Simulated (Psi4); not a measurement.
A dimer, H6Si2 ··· H4OSi (SMILES [SiH3][SiH3] and O[SiH3]), singlet; the first 8 atoms form monomer A.

```
14

Si    -1.1657     0.1209    -0.0207
Si     1.1657    -0.1210     0.0207
H     -1.7610    -0.8010    -1.0185
H     -1.5322     1.5119    -0.3828
H     -1.7389    -0.1886     1.3118
H      1.5324    -1.5112     0.3853
H      1.7611     0.8029     1.0166
H      1.7386     0.1861    -1.3125
Si     0.3679    -2.6223    -2.7086
O     -0.1337    -1.0596    -2.9010
H      1.8333    -2.7032    -2.4871
H      0.0365    -3.4529    -3.8930
H     -0.3473    -3.1322    -1.5226
H      0.2239    -0.5482    -3.6303
```

Question: What interaction energy does SAPT0/jun-cc-pVDZ, frozen core (Psi4 1.11) give, and which attractive term is the largest?

Answer: Total 4.33 kJ/mol: electrostatics -16.64, exchange 40.52, induction -4.61, dispersion -14.94. The most attractive term is electrostatics.
